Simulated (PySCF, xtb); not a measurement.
C₄H₇O₂, SMILES [CH2]C(=O)OCC, multiplicity 2. Other conformers were not sampled.

Harmonic wavenumbers (cm⁻¹) from GFN2-xTB (xtb) at its own minimum, in rising order: 68, 117, 199, 282, 345, 362, 436, 568, 630, 730, 805, 860, 962, 987, 1080, 1101, 1156, 1187, 1260, 1323, 1351, 1396, 1433, 1479, 1489, 1619, 2931, 2977, 3044, 3050, 3054, 3127, 3189.

Q: What does PBE-D3(BJ)/def2-SVP run with PySCF give at its own minimum? (An estimate is asked for; the answer gives what the named calculation found.)

A: 83, 118, 223, 298, 312, 369, 446, 598, 642, 734, 766, 820, 926, 970, 1058, 1084, 1142, 1231, 1282, 1324, 1357, 1390, 1405, 1407, 1432, 1678, 2981, 2992, 3055, 3073, 3088, 3102, 3235. Paired by order, the mean absolute difference is 25 cm⁻¹ and the zero-point energies are 63.8 and 63.8 kcal/mol.
